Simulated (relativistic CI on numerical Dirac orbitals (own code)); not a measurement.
W26+: q coefficients and field-shift factors

These numbers are calculated, not measured: Dirac-Coulomb-Breit CI, separate exchange-only KLI orbitals for each configuration, derivatives by finite differences, unscaled Slater integrals, QED left out (own radial code, finite nucleus).

CI space (outside the closed core [Ar] 3d10 4s2): 4p6.4d10.4f2, 4p6.4d10.4f.5s, 4p6.4d9.4f3, 4p6.4d10.5s2, 4p6.4d10.4f.5p, 4p6.4d10.5s.5p, 4p5.4d10.4f3, 4p6.4d10.4f.5d. Levels of other configurations are missing.

With x = (α/α₀)² − 1 an excitation energy changes as ω = ω₀ + qx; K = 2q/ω₀ is the relative enhancement. Terms are leading LS components, so labels can repeat. The field-shift factor is F = δν/δ⟨r²⟩ for the transition from the lowest level.

Lowest level 4p6.4d10.4f2 3H_4.

| Level | ω₀ (cm⁻¹) | q (cm⁻¹) | F (GHz/fm²) |
| --- | --- | --- | --- |
| 4p6.4d10.4f2 3F_2 | 19575 | 3767 | 0.294 |
| 4p6.4d10.4f2 3H_5 | 25201 | 25440 | 1.08 |
| 4p6.4d10.4f2 1G_4 | 38337 | 24670 | 1.17 |
| 4p6.4d10.4f2 3F_3 | 38747 | 25780 | 1.21 |
| 4p6.4d10.4f2 3H_6 | 46714 | 42440 | 1.85 |
| 4p6.4d10.4f2 3F_4 | 67990 | 51750 | 2.35 |
| 4p6.4d10.4f2 1D_2 | 72944 | 24250 | 1.47 |
| 4p6.4d10.4f2 3P_0 | 77023 | 9485 | 1.02 |
| 4p6.4d10.4f2 3P_1 | 88564 | 25920 | 1.66 |
| 4p6.4d10.4f2 1I_6 | 90178 | 33390 | 1.94 |
| 4p6.4d10.4f2 3P_2 | 107426 | 48720 | 2.6 |
| 4p6.4d10.4f2 1S_0 | 187029 | 41150 | 3.14 |
| 4p6.4d10.4f.5s 3F°_2 | 1023556 | -429700 | 643 |
| 4p6.4d10.4f.5s 3F°_3 | 1026702 | -428700 | 642 |
| 4p6.4d10.4f.5s 3F°_4 | 1052350 | -402800 | 645 |
| 4p6.4d10.4f.5s 1F°_3 | 1058264 | -401800 | 642 |
| 4p6.4d10.4f.5p 3G_3 | 1373134 | -381100 | 62.5 |
| 4p6.4d10.4f.5p 3F_2 | 1379809 | -378100 | 62.1 |
| 4p6.4d10.4f.5p 3D_3 | 1404551 | -352500 | 63.5 |
| 4p6.4d10.4f.5p 3G_4 | 1407625 | -352400 | 63.5 |
| 4p6.4d9.4f3 5H°_3 | 1556616 | 9996 | 20.8 |
| 4p6.4d9.4f3 5H°_4 | 1558195 | 9031 | 20.8 |
| 4p6.4d9.4f3 5G°_2 | 1562436 | 10780 | 20.9 |

At this charge energies of transitions that change n are usually good to better than 1 %, and those within a shell (Δn = 0) to a few per cent. Terms inside the open d or f shell come out 10 to 20 % too wide with unscaled integrals.

(1) Which transition from the lowest level has the largest |K|?

Answers

(1) 4p6.4d10.4f2 3H_5 at 25201 cm⁻¹, K = 2.02.
